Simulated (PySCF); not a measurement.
C₂H₆Mg, triplet, geometry from GFN2-xTB (such geometries of metal compounds can be far from the true shape) (a higher spin typed on purpose: for a closed-shell molecule this is an excited state); DF-B3LYP/6-311++G** in PySCF.

Input for PySCF:
```python
from pyscf import gto, scf, dft

mol = gto.M(
    atom='''
Mg    0.006492    0.006596    0.009254
C     1.776502    0.275413   -1.453055
H     2.442280   -0.566723   -1.296536
H     2.249841    1.220078   -1.207203
H     1.353384    0.279702   -2.452066
C    -1.783744   -0.282771    1.442733
H    -2.267497   -1.208450    1.149181
H    -2.433159    0.575990    1.309535
H    -1.379303   -0.335604    2.447980
''',
    basis='6-311++g**',
    charge=0,
    spin=2,
    verbose=4,
)

mf = dft.UKS(mol)
mf.xc = 'b3lyp'
mf = mf.density_fit(auxbasis='def2-universal-jkfit')
mf.kernel()
mf.analyze()
```

Problem. Predict the main parts of the log of this PySCF run.

Solution. 
```
PySCF version 2.14.0

[INPUT] verbose = 4
[INPUT] num. atoms = 9
[INPUT] num. electrons = 30
[INPUT] charge = 0
[INPUT] spin (= nelec alpha-beta = 2S) = 2
[INPUT] symmetry False subgroup None
[INPUT] Mole.unit = angstrom
[INPUT] Symbol           X                Y                Z      unit          X                Y                Z       unit  Magmom
[INPUT]  1 Mg     0.006492000000   0.006596000000   0.009254000000 AA    0.012268102001   0.012464633518   0.017487525557 Bohr   0.0
[INPUT]  2 C      1.776502000000   0.275413000000  -1.453055000000 AA    3.357102239742   0.520455141145  -2.745875993930 Bohr   0.0
[INPUT]  3 H      2.442280000000  -0.566723000000  -1.296536000000 AA    4.615240319503  -1.070951258492  -2.450097950639 Bohr   0.0
[INPUT]  4 H      2.249841000000   1.220078000000  -1.207203000000 AA    4.251583313818   2.305613270607  -2.281283046753 Bohr   0.0
[INPUT]  5 H      1.353384000000   0.279702000000  -2.452066000000 AA    2.557525101368   0.528560176493  -4.633733179358 Bohr   0.0
[INPUT]  6 C     -1.783744000000  -0.282771000000   1.442733000000 AA   -3.370787636336  -0.534359745969   2.726370240872 Bohr   0.0
[INPUT]  7 H     -2.267497000000  -1.208450000000   1.149181000000 AA   -4.284948318273  -2.283639535231   2.171637357554 Bohr   0.0
[INPUT]  8 H     -2.433159000000   0.575990000000   1.309535000000 AA   -4.598004127521   1.088463350488   2.474662500532 Bohr   0.0
[INPUT]  9 H     -1.379303000000  -0.335604000000   2.447980000000 AA   -2.606504912791  -0.634199646309   4.626011758413 Bohr   0.0

nuclear repulsion = 74.5607812633227
number of shells = 64
number of NR pGTOs = 173
number of NR cGTOs = 116
basis = 6-311++g**
ecp = {}

******** <class 'pyscf.df.df_jk.DFUKS'> ********
method = DFUKS
initial guess = minao
damping factor = 0
level_shift factor = 0
DIIS = <class 'pyscf.scf.diis.CDIIS'>
diis_start_cycle = 1
diis_space = 8
diis_damp = 0
SCF conv_tol = 1e-09
SCF conv_tol_grad = None
SCF max_cycles = 50
direct_scf = False
number electrons alpha = 16  beta = 14
XC library pyscf.dft.libxc version 7.1.2
    S. Lehtola, C. Steigemann, M. J. T. Oliveira, and M. A. L. Marques,  SoftwareX 7, 1–5 (2018)
XC functionals = b3lyp
    P. J. Stephens, F. J. Devlin, C. F. Chabalowski, and M. J. Frisch,  J. Phys. Chem. 98, 11623 (1994)
radial grids:
    Treutler-Ahlrichs [JCP 102, 346 (1995); DOI:10.1063/1.469408] (M4) radial grids

becke partition: Becke, JCP 88, 2547 (1988); DOI:10.1063/1.454033
pruning grids: <function nwchem_prune>
grids dens level: 3
symmetrized grids: False
atomic radii adjust function: <function treutler_atomic_radii_adjust>
small_rho_cutoff = 0
Set gradient conv threshold to 3.16228e-05
tot grids = 105664
******** <class 'pyscf.df.df.DF'> ********
auxbasis = def2-universal-jkfit
init E= -279.650894538449

cycle= 1 E= -279.758953372225  delta_E= -0.108  |g|= 0.29  |ddm|= 2.33

cycle= 2 E= -279.730278883635  delta_E= 0.0287  |g|= 0.373  |ddm|= 1.77

cycle= 3 E= -279.809419454044  delta_E= -0.0791  |g|= 0.0144  |ddm|=    1

cycle= 4 E= -279.809647485  delta_E= -0.000228  |g|= 0.00872  |ddm|= 0.142

cycle= 5 E= -279.809696907891  delta_E= -4.94e-05  |g|= 0.00194  |ddm|= 0.0318

cycle= 6 E= -279.809703072172  delta_E= -6.16e-06  |g|= 0.000435  |ddm|= 0.0111

cycle= 7 E= -279.809703336307  delta_E= -2.64e-07  |g|= 0.00013  |ddm|= 0.00329

cycle= 8 E= -279.809703346107  delta_E= -9.8e-09  |g|= 0.000107  |ddm|= 0.00152

cycle= 9 E= -279.809703350309  delta_E= -4.2e-09  |g|= 7.96e-05  |ddm|= 0.000309

cycle= 10 E= -279.809703355375  delta_E= -5.07e-09  |g|= 5.35e-06  |ddm|= 0.000142

cycle= 11 E= -279.809703355434  delta_E= -5.89e-11  |g|= 1.41e-06  |ddm|= 7.5e-05

Extra cycle  E= -279.809703355442  delta_E= -8.53e-12  |g|= 1.28e-06  |ddm|= 2.83e-05
converged SCF energy = -279.809703355442  <S^2> = 2.0075844  2S+1 = 3.005052
**** SCF Summaries ****
Total Energy =                        -279.809703355442366
Nuclear Repulsion Energy =              74.560781263322696
One-electron Energy =                 -532.993107257556289
Two-electron Energy =                  178.622622638791171
Two-electron Coulomb Energy =          208.148972691127256
DFT Exchange-Correlation Energy =      -29.526350052336081
**** MO energy ****
                             alpha | beta                alpha | beta
MO #1   energy= -46.8091336351025  | -46.807648728886   occ= 1 | 1
MO #2   energy= -10.1765548775723  | -10.1656722066651  occ= 1 | 1
MO #3   energy= -10.1765524133594  | -10.1656719948787  occ= 1 | 1
MO #4   energy= -3.10855525879423  | -3.10645388257458  occ= 1 | 1
MO #5   energy= -1.85420202475942  | -1.85284685674933  occ= 1 | 1
MO #6   energy= -1.85420072377441  | -1.85284391353562  occ= 1 | 1
MO #7   energy= -1.85296506268942  | -1.84920771552246  occ= 1 | 1
MO #8   energy= -0.698938007610897 | -0.673443100265371 occ= 1 | 1
MO #9   energy= -0.69778193539245  | -0.672066151712725 occ= 1 | 1
MO #10  energy= -0.419605641700738 | -0.411439366680184 occ= 1 | 1
MO #11  energy= -0.419596110409421 | -0.411429971407373 occ= 1 | 1
MO #12  energy= -0.419019376475492 | -0.410893568958082 occ= 1 | 1
MO #13  energy= -0.419011453532565 | -0.410885993828203 occ= 1 | 1
MO #14  energy= -0.315726649357228 | -0.249200757380954 occ= 1 | 1
MO #15  energy= -0.286650900400174 | -0.171309506065619 occ= 1 | 0
MO #16  energy= -0.111484336201997 | -0.0447558263488558 occ= 1 | 0
MO #17  energy= -0.0375986861223389 | -0.02276097052088  occ= 0 | 0
MO #18  energy= -0.0375838903407678 | -0.0227439329438031 occ= 0 | 0
MO #19  energy= -0.00786924459712306 | -0.00667756549338398 occ= 0 | 0
MO #20  energy= 0.00559017583794673 | 0.0215873359811562 occ= 0 | 0
MO #21  energy= 0.0176153219824414 | 0.0227605591241512 occ= 0 | 0
MO #22  energy= 0.0176191531462604 | 0.0227773693163944 occ= 0 | 0
MO #23  energy= 0.0340161451171801 | 0.03573408362139   occ= 0 | 0
MO #24  energy= 0.0360926725258997 | 0.0357367868779081 occ= 0 | 0

To work with the spin densities directly, `use mulliken_meta_spin()` only printing them here.

 ** Mulliken spin pop alpha/beta on meta-lowdin orthogonal AOs **
 ** Mulliken Spin Density (per AO)  **
spin_pop of  0 Mg 1s        0.00000
spin_pop of  0 Mg 2s        0.00003
spin_pop of  0 Mg 3s        0.44953
spin_pop of  0 Mg 4s        0.02233
spin_pop of  0 Mg 5s        0.00360
spin_pop of  0 Mg 6s        0.00329
spin_pop of  0 Mg 7s        0.00020
spin_pop of  0 Mg 2px       0.00004
spin_pop of  0 Mg 2py      -0.00002
spin_pop of  0 Mg 2pz       0.00002
spin_pop of  0 Mg 3px       0.00610
spin_pop of  0 Mg 3py       0.00028
spin_pop of  0 Mg 3pz       0.00412
spin_pop of  0 Mg 4px       0.00176
spin_pop of  0 Mg 4py       0.00007
spin_pop of  0 Mg 4pz       0.00117
spin_pop of  0 Mg 5px       0.00124
spin_pop of  0 Mg 5py       0.00009
spin_pop of  0 Mg 5pz       0.00084
spin_pop of  0 Mg 6px       0.00011
spin_pop of  0 Mg 6py       0.00000
spin_pop of  0 Mg 6pz       0.00007
spin_pop of  0 Mg 7px       0.00029
spin_pop of  0 Mg 7py       0.00001
spin_pop of  0 Mg 7pz       0.00019
spin_pop of  0 Mg 3dxy      0.00025
spin_pop of  0 Mg 3dyz      0.00015
spin_pop of  0 Mg 3dz^2     0.00009
spin_pop of  0 Mg 3dxz      0.00611
spin_pop of  0 Mg 3dx2-y2    0.00220
spin_pop of  1 C 1s       -0.00000
spin_pop of  1 C 2s        0.10522
spin_pop of  1 C 3s        0.00209
spin_pop of  1 C 4s        0.00612
spin_pop of  1 C 5s        0.00299
spin_pop of  1 C 2px       0.35505
spin_pop of  1 C 2py       0.02177
spin_pop of  1 C 2pz       0.25051
spin_pop of  1 C 3px       0.00583
spin_pop of  1 C 3py       0.00026
spin_pop of  1 C 3pz       0.00391
spin_pop of  1 C 4px       0.00002
spin_pop of  1 C 4py      -0.00002
spin_pop of  1 C 4pz       0.00002
spin_pop of  1 C 5px       0.00136
spin_pop of  1 C 5py       0.00003
spin_pop of  1 C 5pz       0.00104
spin_pop of  1 C 3dxy     -0.00014
spin_pop of  1 C 3dyz      0.00006
spin_pop of  1 C 3dz^2    -0.00016
spin_pop of  1 C 3dxz     -0.00000
spin_pop of  1 C 3dx2-y2    0.00004
spin_pop of  2 H 1s       -0.00791
spin_pop of  2 H 2s        0.00224
spin_pop of  2 H 3s        0.00173
spin_pop of  2 H 4s        0.00125
spin_pop of  2 H 2px      -0.00006
spin_pop of  2 H 2py       0.00001
spin_pop of  2 H 2pz       0.00004
spin_pop of  3 H 1s       -0.00800
spin_pop of  3 H 2s        0.00231
spin_pop of  3 H 3s        0.00176
spin_pop of  3 H 4s        0.00124
spin_pop of  3 H 2px      -0.00003
spin_pop of  3 H 2py      -0.00003
spin_pop of  3 H 2pz       0.00005
spin_pop of  4 H 1s       -0.00781
spin_pop of  4 H 2s        0.00218
spin_pop of  4 H 3s        0.00169
spin_pop of  4 H 4s        0.00126
spin_pop of  4 H 2px       0.00010
spin_pop of  4 H 2py      -0.00001
spin_pop of  4 H 2pz      -0.00010
spin_pop of  5 C 1s       -0.00000
spin_pop of  5 C 2s        0.10522
spin_pop of  5 C 3s        0.00209
spin_pop of  5 C 4s        0.00612
spin_pop of  5 C 5s        0.00299
spin_pop of  5 C 2px       0.36691
spin_pop of  5 C 2py       0.02363
spin_pop of  5 C 2pz       0.23680
spin_pop of  5 C 3px       0.00584
spin_pop of  5 C 3py       0.00026
spin_pop of  5 C 3pz       0.00390
spin_pop of  5 C 4px       0.00003
spin_pop of  5 C 4py      -0.00001
spin_pop of  5 C 4pz       0.00001
spin_pop of  5 C 5px       0.00151
spin_pop of  5 C 5py       0.00005
spin_pop of  5 C 5pz       0.00086
spin_pop of  5 C 3dxy     -0.00014
spin_pop of  5 C 3dyz      0.00006
spin_pop of  5 C 3dz^2    -0.00016
spin_pop of  5 C 3dxz      0.00001
spin_pop of  5 C 3dx2-y2    0.00003
spin_pop of  6 H 1s       -0.00781
spin_pop of  6 H 2s        0.00218
spin_pop of  6 H 3s        0.00169
spin_pop of  6 H 4s        0.00126
spin_pop of  6 H 2px      -0.00003
spin_pop of  6 H 2py      -0.00003
spin_pop of  6 H 2pz       0.00006
spin_pop of  7 H 1s       -0.00791
spin_pop of  7 H 2s        0.00224
spin_pop of  7 H 3s        0.00173
spin_pop of  7 H 4s        0.00125
spin_pop of  7 H 2px      -0.00006
spin_pop of  7 H 2py       0.00001
spin_pop of  7 H 2pz       0.00004
spin_pop of  8 H 1s       -0.00800
spin_pop of  8 H 2s        0.00231
spin_pop of  8 H 3s        0.00176
spin_pop of  8 H 4s        0.00124
spin_pop of  8 H 2px       0.00009
spin_pop of  8 H 2py      -0.00001
spin_pop of  8 H 2pz      -0.00010
 ** Mulliken Spin Density (per atom)  **
spin density of  0 Mg =      0.50419
spin density of  1 C =      0.75601
spin density of  2 H =     -0.00270
spin density of  3 H =     -0.00270
spin density of  4 H =     -0.00270
spin density of  5 C =      0.75601
spin density of  6 H =     -0.00270
spin density of  7 H =     -0.00270
spin density of  8 H =     -0.00270
 ** Mulliken pop alpha/beta on meta-lowdin orthogonal AOs **
 ** Mulliken pop       alpha | beta **
In total            16.00000 | 14.00000
 ** Mulliken atomic charges   ( Nelec_alpha | Nelec_beta ) **
charge of  0Mg =      0.54042  (     5.98188      5.47770 )
charge of  1C =     -0.62299  (     3.68950      2.93349 )
charge of  2H =      0.11760  (     0.43985      0.44255 )
charge of  3H =      0.11788  (     0.43971      0.44241 )
charge of  4H =      0.11730  (     0.44000      0.44270 )
charge of  5C =     -0.62299  (     3.68950      2.93349 )
charge of  6H =      0.11730  (     0.44000      0.44270 )
charge of  7H =      0.11760  (     0.43985      0.44255 )
charge of  8H =      0.11788  (     0.43971      0.44241 )
Dipole moment(X, Y, Z, Debye): -0.05388, -0.05472, -0.07680
```
